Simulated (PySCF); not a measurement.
CsF (SMILES [F][Cs]), singlet, geometry from GFN2-xTB (such geometries of metal compounds can be far from the true shape) (core potentials on Cs). Base run: SVWN5/def2-SVP (PySCF).

The PySCF input:
```python
from pyscf import gto, scf, dft

mol = gto.Mole()
mol.atom = '''
    Cs   -0.000000   -0.000000   -0.324136
    F     0.000000    0.000000    1.980834
'''
mol.basis = 'def2-svp'
mol.ecp = {'Cs': 'def2-svp'}
mol.charge = 0
mol.spin = 0
mol.verbose = 3
mol.build()

mf = dft.RKS(mol)
mf.xc = 'lda,vwn'
mf.kernel()
```

Variants of this job, named by their change:

```tsv
change	ΔE vs base (µEh)	grid points	electrons on the grid
base	0.0	37976	18.00005
grids.level = 0	1373	4312	17.98921
grids.level = 7	67.3	185840	18.00000
grids.prune = off	89.3	66056	17.99996
grids.level = 1	1400	14168	17.99906
grids.level = 5	71.4	94336	18.00000
small_rho_cutoff = 0	0.0	37976	18.00005
grids.radi_method = delley	44.2	32056	17.99987
grids.atom_grid = (50, 194)	1349	12896	17.99983
grids.level = 2	139	27016	17.99949
grids.becke_scheme = stratmann	-149	37976	18.00014
```
